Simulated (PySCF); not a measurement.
Compound: C6H5F3N (doublet state).
Structure used (GFN2-xTB), in Å, numbered top down from 1:
```
atom  x, y, z in Å
F1    -3.169   -0.550   -1.236
C2    -1.916   -0.367   -0.844
F3    -1.137   -0.077   -1.879
C4    -1.471   -0.465    0.404
F5    -2.354   -0.758    1.379
C6    -0.048   -0.252    0.847
C7     0.988   -0.791   -0.070
C8     1.839    0.331   -0.537
N9     1.336    1.512    0.120
C10    0.349    1.221    0.839
H11    0.010   -0.658    1.869
H12    1.051   -1.802   -0.410
H13    2.902    0.211   -0.291
H14    1.795    0.488   -1.623
H15   -0.179    1.965    1.411
```

The hyperfine couplings belong to this conformer and change with its torsions.

Identity: `FC(F)=C(F)[C@H]1[CH]CN=C1` [radical].

Method used: UKS B3LYP, pcH-1 on C F H N, non-relativistic, mean-field spin-orbit, GIAO (PySCF 2.14.0). The structure is a single GFN2-xTB conformer in the gas phase; no vibrational or solvent corrections. The geometry wasn't refined by DFT: couplings that depend on bond lengths, twists or pyramidal angles can differ widely from those at the functional's own minimum. Stability of the SCF solution: not tested.

Q: The isotropic 19F couplings are +46.5, +9.3, +0.8 MHz. Assign them to F1; F3; F5.

A: 
```json
{"site": "F1", "a_iso (MHz)": "+9.3", "ρ(0) (bohr⁻³)": "+0.0022", "position": "4 bonds from C7", "distance from C7 (Å)": "4.32", "bound to": "C2", "spin population there": "0.00", "largest |T| (MHz)": "8.2"}
{"site": "F3", "a_iso (MHz)": "+46.5", "ρ(0) (bohr⁻³)": "+0.0111", "position": "4 bonds from C7", "distance from C7 (Å)": "2.88", "bound to": "C2", "spin population there": "0.00", "largest |T| (MHz)": "23.6"}
{"site": "F5", "a_iso (MHz)": "+0.8", "ρ(0) (bohr⁻³)": "+0.0002", "position": "3 bonds from C7", "distance from C7 (Å)": "3.64", "bound to": "C4", "spin population there": "+0.03", "largest |T| (MHz)": "14.3"}
```

Q: Match the computed a_iso(1H) values +124.3, +109.3, +106.1, -63.8, -0.7 MHz with the sites H11; H12; H13; H14; H15.

A: 
```tsv
site	a_iso (MHz)	ρ(0) (bohr⁻³)	position	distance from C7 (Å)	bound to	spin population there	largest |T| (MHz)
H11	+124.3	+0.0278	β, 2 bonds from C7	2.17	C6	-0.07	8.9
H12	-63.8	-0.0143	α, 1 bond from C7	1.07	C7	+1.02	39.6
H13	+106.1	+0.0237	β, 2 bonds from C7	2.17	C8	-0.08	9.0
H14	+109.3	+0.0245	β, 2 bonds from C7	2.17	C8	-0.08	8.5
H15	-0.7	-0.0002	γ, 3 bonds from C7	3.34	C10	0.00	3.3
```

ρ(0) is the spin density at the nucleus and T the dipolar tensor. The Mulliken spin populations are largest on C7 (+1.02), C8 (-0.08) and C6 (-0.07). C7 is the only atom above +0.15. The positive populations add up to 1.20 and the negative ones to -0.20, together 2S = 1. The angles at C7 add up to 359.8°, so it is planar; its axial dipolar tensor and the negative coupling of its proton fit spin in a p orbital normal to that plane.
